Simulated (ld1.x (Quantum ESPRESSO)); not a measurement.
P, ultrasoft: configuration errors across variants

P, ultrasoft, made with ld1.x (Quantum ESPRESSO) 7.5 (Wu–Cohen, fully relativistic). Core [Ne], reference 3s2 3p3. Waves: 3s (bound): rcut 1.00, rcutus 1.40 bohr; 3s channel at -0.55 Ry: rcut 1.00, rcutus 1.40 bohr; 3p (bound): rcut 1.00, rcutus 1.25 bohr; 3p channel at -0.1 Ry: rcut 1.00, rcutus 1.25 bohr; 3d channel at -0.15 Ry: rcut 0.95, rcutus 1.20 bohr; 3d channel at 2.45 Ry: rcut 0.95, rcutus 1.20 bohr. Local part: all-electron potential smoothed inside 1.05 bohr (lloc = -1). Core correction: none. Augmentation charge: PSQ, inside the norm-conserving radii.

Open shells are filled in proportion to 2j + 1 (rel_dist='average').

All-electron excitation energies from the reference (eV): (1) 3s2 3p2 9.707; (2) 3s2 3p1 28.846; (3) 3s2 3p0 58.604; (4) 3s1 3p0 110.595; (5) 3s0 3p5 17.174; (6) 3s1 3p3 18.814; (7) 3s2 3p2.5 3.762.

3 further variants failed, have other tests or too few solved ones, and are left out.

A true bound ghost makes a file unfit for plane-wave use even where its test errors are small: the radial tests pick states by their node count and pass the ghost by.

Errors AE − PS in meV (a dash: test not solved or not reliable):

| change | (1) | (2) | (3) | (4) | (5) | (6) | (7) | bound ghosts |
| --- | --- | --- | --- | --- | --- | --- | --- | --- |
| base | +3.6 | +2.7 | +21 | +84 | +3.7 | +0.4 | 0.0 | p3/2, p1/2, s |
| waves 3p (bound): rcut 1.00, rcutus 1.24 bohr; 3p channel at -0.1 Ry: rcut 1.00, rcutus 1.24 bohr | +3.6 | +2.7 | +21 | +84 | +3.7 | +0.4 | 0.0 | p3/2, p1/2, s |
| waves 3p (bound): rcut 1.00, rcutus 1.42 bohr; 3p channel at -0.1 Ry: rcut 1.00, rcutus 1.42 bohr | +5.2 | +9.5 | +28 | +89 | +7.0 | +6.8 | +2.4 | s |
| waves 3p (bound): rcut 1.00, rcutus 1.60 bohr; 3p channel at -0.1 Ry: rcut 1.00, rcutus 1.60 bohr | -1.5 | +7.9 | +26 | +89 | +5.1 | +4.1 | -4.4 | s |
| waves 3p (bound): rcut 1.00, rcutus 1.72 bohr; 3p channel at -0.1 Ry: rcut 1.00, rcutus 1.72 bohr | -4.7 | +7.1 | +24 | +89 | +0.2 | -0.2 | -4.4 | s |

Task: Give the same row for: waves 3p (bound): rcut 1.00, rcutus 1.88 bohr; 3p channel at -0.1 Ry: rcut 1.00, rcutus 1.88 bohr.

Result: -6.8, +6.5, +23, +88, -5.1, -5.2, -2.7; bound ghosts: s.
